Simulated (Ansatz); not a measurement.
Calculated with Ansatz (gas phase, PBE0-D4/def2-TZVP geometries, no zero-point term in ΔE). CBS: MP2 limit from def2 TZ/QZ plus the TZ coupled-cluster correction, frozen cores. Functionals use def2-TZVPP. For Ge outer-core shells are correlated without core-valence functions, which leaves a few kJ/mol of doubt a bond. Scalar relativity is left out up to krypton.

Reaction (redistribution): `[Cl][GeH2][GeH3]` + `[SiH3][SiH2]Cl` → `[SiH3][GeH2][Cl]` + `Cl[SiH2][GeH3]`

`[Cl][GeH2][GeH3]`:

```xyz
8

Cl    0.164   -2.325    1.301
Ge   -0.644   -0.964   -0.179
Ge    0.576    1.117    0.037
H    -0.452   -1.652   -1.540
H    -2.143   -0.834    0.135
H     0.376    1.673    1.452
H     0.055    2.133   -0.992
H     2.067    0.853   -0.213
```

`[SiH3][SiH2]Cl`:

```xyz
8

Si   -1.144   -0.025   -0.379
Si    1.049    0.163    0.409
Cl    2.064   -1.579   -0.037
H    -1.894    1.222   -0.070
H    -1.812   -1.177    0.281
H    -1.128   -0.237   -1.850
H     1.774    1.287   -0.236
H     1.092    0.347    1.882
```

`[SiH3][GeH2][Cl]`:

```xyz
8

Si   -0.968    0.752    0.216
Ge    1.000   -0.533   -0.156
Cl    0.338   -2.526   -0.698
H    -0.590    2.140    0.594
H    -1.749    0.130    1.314
H    -1.771    0.776   -1.032
H     1.881   -0.703    1.092
H     1.859   -0.036   -1.330
```

`Cl[SiH2][GeH3]`:

Z-matrix (Å, degrees):
```
Si
Ge 1 2.377
Cl 1 2.062 2 109.1
H 1 1.484 2 111.5 3 -118.9
H 1 1.484 2 111.5 3 118.9
H 2 1.538 1 109.9 3 179.8
H 2 1.536 1 110.0 3 59.9
H 2 1.536 1 110.0 3 -60.3
```

Task: Is it downhill or uphill in electronic energy at CCSD(T)/CBS, and by how much? (Estimate.)

Result: Ansatz gave: Nearly level: ΔE = -1.3 kJ/mol.

Task: What do these levels give: PBE-D4, r2SCAN-D4, r2SCANh-D4, CAM-B3LYP-D4, RPA@PBE/def2-TZVPP, MP2/def2-QZVPP? (Best estimate.)

Result: Ansatz gave: PBE-D4 0.0, r2SCAN-D4 -0.7, r2SCANh-D4 -0.6, CAM-B3LYP-D4 -0.1, RPA@PBE/def2-TZVPP -0.3, MP2/def2-QZVPP -0.8 kJ/mol.

Largest T1 diagnostic among the species: 0.011.

Leaving LDA and LC-ωPBE aside and taking each functional with its dispersion term where it has one, the values, not all of them listed here, spread over 1.8 kJ/mol, from ωB97M-V to BHLYP-D4.
